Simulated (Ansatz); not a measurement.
Harmonic frequencies (cm⁻¹) at PBE0-D4/def2-TZVP from Ansatz: 66, 125, 188, 282, 342, 419, 507, 546, 619, 676, 723, 848, 911, 920, 958, 1076, 1179, 1243, 1424, 2244, 2252, 3145, 3796, 3877.

Each molecule was computed in one conformer, which needn't be the lowest.

Task: Which molecule is it?
A. `[CH3][InH][S][SiH3]`
B. `O[SiH2]C(O)Br`
C. `C[Si](O)(O)Br`
D. `CC1(Cl)O[SiH2]1`

Result: B.
